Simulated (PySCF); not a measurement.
FSr (SMILES [F][Sr+]), charge +1, singlet, at a GFN2-xTB geometry (such geometries of metal compounds can be far from the true shape) (core potentials on Sr); CASSCF(10,8)/def2-SVP (PySCF).

PySCF was given this input:
```python
from pyscf import gto, scf, mcscf
import numpy

mol = gto.Mole()
mol.atom = '''
    Sr   -0.00000000   -0.00000000   -0.41292724
    F     0.00000000    0.00000000    1.74347059
'''
mol.basis = 'def2-svp'
mol.ecp = {'Sr': 'def2-svp'}
mol.charge = 1
mol.verbose = 4
mol.build()

mf = scf.RHF(mol)
mf.kernel()
mc = mcscf.CASSCF(mf, 8, 10)
mc.fix_spin_(ss=0.0)
mc.kernel()
occ = numpy.linalg.eigvalsh(mc.fcisolver.make_rdm1(mc.ci, mc.ncas, mc.nelecas))[::-1]
ss = mc.fcisolver.spin_square(mc.ci, mc.ncas, mc.nelecas)[0]
print('natural occupations', occ.round(4), ' <S^2>', round(ss, 4))
```

Output, abridged:

```
PySCF version 2.14.0

[INPUT] verbose = 4
[INPUT] num. atoms = 2
[INPUT] num. electrons = 18
[INPUT] charge = 1
[INPUT] spin (= nelec alpha-beta = 2S) = 0
[INPUT] symmetry False subgroup None
[INPUT] Mole.unit = angstrom
[INPUT] Symbol           X                Y                Z      unit          X                Y                Z       unit  Magmom
[...]
nuclear repulsion = 22.0858824472106
number of shells = 15
number of NR pGTOs = 73
number of NR cGTOs = 37
basis = def2-svp
ecp = {'Sr': 'def2-svp'}

******** <class 'pyscf.scf.hf.RHF'> ********
method = RHF
initial guess = minao
damping factor = 0
level_shift factor = 0
DIIS = <class 'pyscf.scf.diis.CDIIS'>
diis_start_cycle = 1
diis_space = 8
diis_damp = 0
SCF conv_tol = 1e-09
SCF conv_tol_grad = None
SCF max_cycles = 50
direct_scf = True
direct_scf_tol = 1e-13
Set gradient conv threshold to 3.16228e-05
Initial guess from minao.
init E= -118.268683439669
[...]
cycle= 1 E= -129.228024062156  delta_E=  -11  |g|= 1.15  |ddm|= 2.75
[...]
cycle= 2 E= -129.478435124509  delta_E= -0.25  |g|= 0.739  |ddm|= 1.81
[...]
cycle= 3 E= -129.572622250222  delta_E= -0.0942  |g|= 0.154  |ddm|= 0.574
[...]
cycle= 4 E= -129.576545515987  delta_E= -0.00392  |g|= 0.0153  |ddm|= 0.0942
[...]
cycle= 5 E= -129.576626980588  delta_E= -8.15e-05  |g|= 0.00238  |ddm|= 0.0216
[...]
cycle= 6 E= -129.576631936674  delta_E= -4.96e-06  |g|= 0.000675  |ddm|= 0.0063
[...]
cycle= 7 E= -129.576632362764  delta_E= -4.26e-07  |g|= 0.000125  |ddm|= 0.00234
[...]
cycle= 8 E= -129.576632374855  delta_E= -1.21e-08  |g|= 1.89e-05  |ddm|= 0.000392
[...]
cycle= 9 E= -129.576632375114  delta_E= -2.59e-10  |g|= 5.36e-06  |ddm|= 3.39e-05
[...]
Extra cycle  E= -129.576632375131  delta_E= -1.72e-11  |g|= 2.31e-06  |ddm|= 8.42e-06
converged SCF energy = -129.576632375131

******** <class 'pyscf.mcscf.mc1step.CASSCF'> ********
CAS (5e+5e, 8o), ncore = 4, nvir = 25
max_cycle_macro = 50
max_cycle_micro = 4
conv_tol = 1e-07
conv_tol_grad = None
orbital rotation max_stepsize = 0.02
orbital rotation threshold for CI restart = 0.01
augmented hessian ah_max_cycle = 30
augmented hessian ah_conv_tol = 1e-12
augmented hessian ah_linear dependence = 1e-14
augmented hessian ah_level shift = 1e-08
augmented hessian ah_start_tol = 2.5
augmented hessian ah_start_cycle = 3
augmented hessian ah_grad_trust_region = 3
kf_trust_region = 3
kf_interval = 4
ci_response_space = 4
ci_grad_trust_region = 3
with_dep4 0
natorb = False
canonicalization = True
sorting_mo_energy = False
ao2mo_level = 2
internal_rotation = False
******** <class 'pyscf.fci.addons.SpinPenaltyFCISolver'> ********
max. cycles = 50
conv_tol = 1e-08
davidson only = True
linear dependence = 1e-12
level shift = 0.001
max iter space = 12
nroots = 1
pspace_size = 400
spin = None
CASCI E = -129.576723654369  S^2 = 0.0000000
Set conv_tol_grad to 0.000316228
macro iter   1 ( 21 JK    4 micro), CASSCF E = -129.579193897699  dE = -2.47024333e-03  S^2 = 0.0000000
               |grad[o]|=0.000255  |grad[c]|=0.0183  |ddm|=0.00727  |maxRot[o]|=0.213
macro iter   2 ( 21 JK    4 micro), CASSCF E = -129.603622097067  dE = -2.44281994e-02  S^2 = 0.0000000
               |grad[o]|=0.0195  |grad[c]|=0.0408  |ddm|=0.0383  |maxRot[o]|=0.293
macro iter   3 ( 21 JK    4 micro), CASSCF E = -129.637705034860  dE = -3.40829378e-02  S^2 = 0.0000000
               |grad[o]|=0.0694  |grad[c]|=0.0383  |ddm|=0.0177  |maxRot[o]|=0.313
macro iter   4 ( 21 JK    4 micro), CASSCF E = -129.667243820847  dE = -2.95387860e-02  S^2 = 0.0000000
               |grad[o]|=0.0655  |grad[c]|=0.0308  |ddm|=0.00973  |maxRot[o]|=0.311
macro iter   5 ( 21 JK    4 micro), CASSCF E = -129.675158078130  dE = -7.91425728e-03  S^2 = 0.0000000
               |grad[o]|=0.0297  |grad[c]|=0.0145  |ddm|=0.00499  |maxRot[o]|=0.205
macro iter   6 ( 21 JK    4 micro), CASSCF E = -129.675925990040  dE = -7.67911910e-04  S^2 = 0.0000000
               |grad[o]|=0.0082  |grad[c]|=0.0206  |ddm|=0.00369  |maxRot[o]|=0.313
[...]
               |grad[o]|=0.000871  |grad[c]|=0.00115  |ddm|=0.000133  |maxRot[o]|=0.0667
macro iter  33 (  7 JK    2 micro), CASSCF E = -129.677065864727  dE = -4.83387378e-05  S^2 = 0.0000000
               |grad[o]|=0.000716  |grad[c]|=0.00319  |ddm|=0.000171  |maxRot[o]|=0.0619
macro iter  34 (  7 JK    2 micro), CASSCF E = -129.677085019195  dE = -1.91544678e-05  S^2 = 0.0000000
               |grad[o]|=0.000576  |grad[c]|=0.0045  |ddm|=0.000145  |maxRot[o]|=0.0691
macro iter  35 (  7 JK    2 micro), CASSCF E = -129.677097220483  dE = -1.22012885e-05  S^2 = 0.0000000
               |grad[o]|=0.000544  |grad[c]|=0.00441  |ddm|=0.000125  |maxRot[o]|=0.0695
macro iter  36 (  7 JK    2 micro), CASSCF E = -129.677107963293  dE = -1.07428098e-05  S^2 = 0.0000000
               |grad[o]|=0.000539  |grad[c]|=0.00436  |ddm|=0.000121  |maxRot[o]|=0.0697
macro iter  37 (  7 JK    2 micro), CASSCF E = -129.677118371171  dE = -1.04078779e-05  S^2 = 0.0000000
               |grad[o]|=0.000546  |grad[c]|=0.00431  |ddm|=0.000118  |maxRot[o]|=0.0698
macro iter  38 (  7 JK    2 micro), CASSCF E = -129.677128910950  dE = -1.05397793e-05  S^2 = 0.0000000
               |grad[o]|=0.000561  |grad[c]|=0.00428  |ddm|=0.000117  |maxRot[o]|=0.0699
macro iter  39 (  7 JK    2 micro), CASSCF E = -129.677139841582  dE = -1.09306317e-05  S^2 = 0.0000000
               |grad[o]|=0.000579  |grad[c]|=0.00426  |ddm|=0.000117  |maxRot[o]|=0.0699
macro iter  40 (  7 JK    2 micro), CASSCF E = -129.677151290324  dE = -1.14487421e-05  S^2 = 0.0000000
               |grad[o]|=0.000599  |grad[c]|=0.00424  |ddm|=0.000117  |maxRot[o]|=0.0699
macro iter  41 (  7 JK    2 micro), CASSCF E = -129.677163272718  dE = -1.19823943e-05  S^2 = 0.0000000
               |grad[o]|=0.000618  |grad[c]|=0.00424  |ddm|=0.000115  |maxRot[o]|=0.0699
macro iter  42 (  7 JK    2 micro), CASSCF E = -129.677175769766  dE = -1.24970480e-05  S^2 = 0.0000000
               |grad[o]|=0.000631  |grad[c]|=0.00424  |ddm|=0.000113  |maxRot[o]|=0.0699
macro iter  43 (  7 JK    2 micro), CASSCF E = -129.677188681662  dE = -1.29118957e-05  S^2 = 0.0000000
               |grad[o]|=0.000642  |grad[c]|=0.00424  |ddm|=0.00011  |maxRot[o]|=0.0699
macro iter  44 (  7 JK    2 micro), CASSCF E = -129.677201837605  dE = -1.31559433e-05  S^2 = 0.0000000
               |grad[o]|=0.000645  |grad[c]|=0.00424  |ddm|=0.000105  |maxRot[o]|=0.0699
macro iter  45 (  7 JK    2 micro), CASSCF E = -129.677215024545  dE = -1.31869395e-05  S^2 = 0.0000000
               |grad[o]|=0.000662  |grad[c]|=0.00425  |ddm|=9.31e-05  |maxRot[o]|=0.0699
macro iter  46 (  7 JK    2 micro), CASSCF E = -129.677227968335  dE = -1.29437908e-05  S^2 = 0.0000000
               |grad[o]|=0.00064  |grad[c]|=0.00426  |ddm|=8.66e-05  |maxRot[o]|=0.0699
macro iter  47 (  7 JK    2 micro), CASSCF E = -129.677240351345  dE = -1.23830097e-05  S^2 = 0.0000000
               |grad[o]|=0.000609  |grad[c]|=0.00426  |ddm|=7.89e-05  |maxRot[o]|=0.0699
macro iter  48 (  7 JK    2 micro), CASSCF E = -129.677251827937  dE = -1.14765921e-05  S^2 = 0.0000000
               |grad[o]|=0.000565  |grad[c]|=0.00427  |ddm|=7.07e-05  |maxRot[o]|=0.0699
macro iter  49 (  7 JK    2 micro), CASSCF E = -129.677262042215  dE = -1.02142777e-05  S^2 = 0.0000000
               |grad[o]|=0.00051  |grad[c]|=0.00427  |ddm|=6.21e-05  |maxRot[o]|=0.0699
macro iter  50 (  7 JK    2 micro), CASSCF E = -129.677270647599  dE = -8.60538429e-06  S^2 = 0.0000000
               |grad[o]|=0.000444  |grad[c]|=0.00427  |ddm|=5.39e-05  |maxRot[o]|=0.0699
1-step CASSCF not converged,  50 macro (738 JK 158 micro) steps
CASSCF canonicalization
Density matrix diagonal elements [1.9999162  1.99941649 1.97871154 1.97819842 1.97819768 0.02171409
 0.02193165 0.02191394]
CASSCF energy = -129.677270647599
CASCI E = -129.677270647599  E(CI) = -36.4275247015909  S^2 = 0.0000000
natural occupations [1.9999 1.9995 1.9793 1.9793 1.9791 0.0213 0.0208 0.0208]  <S^2> 0.0
```

Convergence was not reached.
